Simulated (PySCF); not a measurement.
Exercise with solution: oscillator strength and radiative lifetime

BFH₆O₂Si₂, SMILES OB(O)[SiH2][SiH2]F.

Coordinates come from a r2SCAN-D4/def2-SVP optimisation. The structure was generated by enumeration, and PubChem lists no compound with its InChIKey, so it may never have been made. One conformer was computed; it need not be the lowest.

TDA-ωB97X/def2-SVPD in PySCF 2.14.0 puts the first singlet state with f over 0.02 at 6.19 eV (vertical), with the transition dipole (0.532, 0.020, 0.043) in atomic units.

Question: Find the oscillator strength, the wavelength and the radiative lifetime that this transition would have in vacuum if emission retraced absorption.

Answer: 
|μ|² = 0.2853 au, so |μ| = 1.36 D. ΔE = 6.19/27.211 = 0.2275 hartree. f = (2/3) ΔE |μ|² = 0.043 (the program prints 0.043).
λ = 1239.84/6.19 = 200 nm; ν = 49926 cm⁻¹.
Einstein's coefficient A = 0.6670 ν² f s⁻¹ (ν in cm⁻¹) = 7.2e7 s⁻¹, so τ = 1/A = 14 ns. This state is S1. The figure is the radiative limit of this one transition; relaxation, internal conversion, crossing to triplets and a medium change what is measured.
